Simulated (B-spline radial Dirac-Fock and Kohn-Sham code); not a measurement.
EELS cross sections of the Re L2 (2p1/2) edge

System: the free rhenium atom, configuration 1s2 2s2 2p6 3s2 3p6 3d10 4s2 4p6 4d10 4f14 5s2 5p6 5d5 6s2. These are calculated numbers from a radial atomic solver; the model is the first Born approximation with generalised oscillator strengths from a Dirac-Hartree-Slater potential (longitudinal and transverse terms; continuum final states only, so no white lines or fine structure). The edge is taken at 11959.0 eV (tabulated value).

Partial cross sections σ(β, Δ) in barn, integrated over a window Δ above the edge and up to the collection semi-angle β, for parallel illumination:

```csv
E₀ (kV),β (mrad),Δ = 25 eV,Δ = 50 eV,Δ = 100 eV,Δ = 200 eV,Δ = 300 eV
60,5,?,?,?,?,?
60,10,0.00289,0.00603,0.0122,0.0241,0.0356
60,50,0.0664,0.139,0.280,0.556,0.821
80,10,0.00421,0.00877,0.0177,0.0350,0.0517
80,20,0.0165,0.0344,0.0695,0.138,0.203
100,5,0.00140,0.00292,0.00589,0.0116,0.0172
100,20,0.0217,0.0451,0.0911,0.180,0.266
100,50,0.114,0.238,0.480,0.952,1.41
120,5,0.00176,0.00365,0.00737,0.0146,0.0215
120,100,0.323,0.675,1.37,2.73,4.04
200,5,0.00330,0.00685,0.0138,0.0273,0.0402
300,10,0.0225,0.0469,0.0943,0.186,0.274
300,50,0.246,0.513,1.04,2.06,3.06
300,100,0.391,0.817,1.66,3.31,4.92
```

Question: Give the row for 60 kV and 5 mrad.

Answer: 0.000724 b for 25 eV, 0.00151 b for 50 eV, 0.00305 b for 100 eV, 0.00605 b for 200 eV, 0.00892 b for 300 eV.
